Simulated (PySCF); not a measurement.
Computed with PBE-D3(BJ)/def2-TZVP // B3LYP-D3(BJ)/def2-TZVP (PySCF 2.14.0). Isolated molecules, 0 K electronic values unless said otherwise. One relaxed conformer stands for a flexible species; it need not be the lowest. 

Reference species (SMILES): `C=COC` (C–C–O–C torsion 0°) (neutral, multiplicity 1).

```
Quantity          Value
-------------  --------
HOMO           -5.51 eV
HOMO–LUMO gap   5.37 eV
```

Changed species: `OC1CC1` (H–O–C–C torsion 144°).

Problem. Give the shifts of the HOMO and HOMO–LUMO gap.

Solution. the HOMO decreases by 0.54 eV, to -6.05 eV; the HOMO–LUMO gap rises by 1.09 eV, to 6.46 eV.
